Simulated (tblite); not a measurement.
Species: C6H6ClO (doublet state).
Bonds: O1–C2 (double), C2–C3, C3–C4, C4–C5, C5–C6 (double), C6–Cl7, C6–C8, C2–C8. Hydrogens: H9 on C3; H10, H11 on C4; H12 on C5; H13, H14 on C8.
Bond orders are those of one Lewis drawing.

Computed with GFN2-xTB (tblite), gas phase: L-BFGS steps from a force-field or distance-geometry start until the largest atomic force falls under 0.01 eV/Å.

Step 36: E = -665.1185 eV
```
atom  x, y, z in Å  |  force x, y, z in eV/Å
O1      0.0996   -2.6007   -0.7885   -0.005   0.207   0.018
C2      0.0023   -1.4437   -0.3799    0.012  -0.072  -0.037
C3     -1.2167   -0.7204   -0.3528    0.012  -0.005  -0.045
C4     -1.3262    0.6356    0.2216    0.053  -0.009  -0.092
C5     -0.0441    1.4157    0.0944   -0.102  -0.014  -0.035
C6      1.1158    0.7763    0.0409   -0.051   0.047   0.000
Cl7     2.6085    1.6281   -0.1420    0.036   0.070  -0.009
C8      1.2290   -0.7030    0.1571   -0.021  -0.052   0.053
H9     -2.0679   -1.1689   -0.8448   -0.027   0.013   0.151
H10    -1.5544    0.5446    1.2998   -0.014   0.003  -0.113
H11    -2.1637    1.1810   -0.2252    0.087  -0.029   0.036
H12    -0.1189    2.4899    0.0242    0.019  -0.059   0.048
H13     1.3096   -0.9649    1.2192    0.065  -0.067  -0.026
H14     2.1266   -1.0701   -0.3461   -0.064  -0.034   0.050
```

Step 37: E = -665.1209 eV
```
atom  x, y, z in Å  |  force x, y, z in eV/Å
O1      0.0989   -2.5941   -0.7921    0.064   0.003  -0.036
C2      0.0064   -1.4417   -0.3780   -0.133   0.040  -0.028
C3     -1.2162   -0.7225   -0.3516   -0.005   0.058  -0.028
C4     -1.3255    0.6351    0.2194    0.039  -0.012  -0.056
C5     -0.0454    1.4164    0.0972   -0.069  -0.015  -0.063
C6      1.1142    0.7768    0.0448   -0.048   0.011   0.015
Cl7     2.6036    1.6269   -0.1414    0.103   0.111  -0.011
C8      1.2311   -0.7028    0.1604   -0.091  -0.022  -0.005
H9     -2.0724   -1.1708   -0.8383    0.039   0.014   0.168
H10    -1.5590    0.5475    1.2963   -0.019  -0.007  -0.095
H11    -2.1588    1.1807   -0.2300    0.030  -0.007   0.006
H12    -0.1181    2.4910    0.0216    0.010  -0.079   0.059
H13     1.3181   -0.9725    1.2168    0.057  -0.057   0.072
H14     2.1226   -1.0704   -0.3473    0.025  -0.037   0.002
```

Step 38: E = -665.1235 eV
```
atom  x, y, z in Å  |  force x, y, z in eV/Å
O1      0.0918   -2.6003   -0.7767    0.088   0.008  -0.028
C2      0.0057   -1.4438   -0.3718   -0.141   0.034  -0.036
C3     -1.2153   -0.7226   -0.3512   -0.023   0.061  -0.018
C4     -1.3264    0.6366    0.2127   -0.006   0.005  -0.001
C5     -0.0477    1.4173    0.1014   -0.004  -0.022  -0.068
C6      1.1122    0.7779    0.0487   -0.004  -0.036   0.026
Cl7     2.6022    1.6314   -0.1292    0.084   0.100  -0.004
C8      1.2343   -0.7034    0.1559   -0.069  -0.034  -0.001
H9     -2.0744   -1.1736   -0.8305    0.048   0.005   0.164
H10    -1.5738    0.5556    1.2880   -0.008  -0.018  -0.111
H11    -2.1543    1.1825   -0.2450    0.007   0.000  -0.016
H12    -0.1168    2.4924    0.0331   -0.001  -0.074   0.056
H13     1.3417   -0.9830    1.2097    0.036  -0.022   0.021
H14     2.1203   -1.0675   -0.3672   -0.007  -0.007   0.015
```

Step 39: E = -665.1280 eV
```
atom  x, y, z in Å  |  force x, y, z in eV/Å
O1      0.0800   -2.6129   -0.7442    0.090   0.052  -0.005
C2      0.0014   -1.4476   -0.3599   -0.062  -0.004  -0.055
C3     -1.2148   -0.7217   -0.3522   -0.006   0.053   0.026
C4     -1.3278    0.6403    0.1976   -0.061   0.033   0.061
C5     -0.0517    1.4191    0.1097    0.120  -0.027  -0.062
C6      1.1084    0.7804    0.0591    0.121  -0.126   0.029
Cl7     2.6003    1.6437   -0.1049    0.006   0.042   0.020
C8      1.2391   -0.7048    0.1468   -0.017  -0.030   0.008
H9     -2.0796   -1.1802   -0.8081   -0.001  -0.036   0.113
H10    -1.6033    0.5684    1.2660   -0.004  -0.027  -0.069
H11    -2.1431    1.1866   -0.2765   -0.068   0.033  -0.074
H12    -0.1128    2.4953    0.0580   -0.028  -0.060   0.045
H13     1.3895   -1.0066    1.1927   -0.020   0.054  -0.065
H14     2.1139   -1.0605   -0.4063   -0.071   0.044   0.028
```

Question: Estimate the geometry and energy of step 40. (The exact step hangs on the optimiser's Hessian estimate; all steps are aligned on step 39, rigid shifts and turns removed.)

Answer: E = -665.1303 eV, largest force 0.174 eV/Å
```
atom  x, y, z in Å  |  force x, y, z in eV/Å
O1      0.0785   -2.6144   -0.7341    0.066   0.001  -0.021
C2     -0.0009   -1.4477   -0.3558    0.003   0.023  -0.038
C3     -1.2150   -0.7204   -0.3513   -0.015   0.028   0.035
C4     -1.3290    0.6425    0.1924   -0.062   0.049   0.049
C5     -0.0521    1.4187    0.1124    0.144  -0.041  -0.044
C6      1.1082    0.7796    0.0652    0.134  -0.110   0.019
Cl7     2.5998    1.6481   -0.0962   -0.020   0.015   0.032
C8      1.2403   -0.7058    0.1445    0.021  -0.018   0.003
H9     -2.0820   -1.1836   -0.7956   -0.028  -0.050   0.088
H10    -1.6166    0.5733    1.2565   -0.005  -0.022  -0.031
H11    -2.1389    1.1887   -0.2904   -0.080   0.042  -0.085
H12    -0.1115    2.4946    0.0658   -0.028  -0.039   0.040
H13     1.4084   -1.0176    1.1851   -0.045   0.075  -0.070
H14     2.1102   -1.0564   -0.4207   -0.083   0.047   0.023
```

The energy changes by -0.0023 eV. The first-order estimate −F·Δx gives -0.0028 eV and the mean of the old and new forces, exact on a quadratic surface, -0.0023 eV. The step makes an angle of 80° with the force vector and moves no atom by more than 0.023 Å.

The cost below is that of the whole relaxation. Hardware: one thread of an Arm Neoverse N1, on a shared host. Cost: 0.87 s wall.
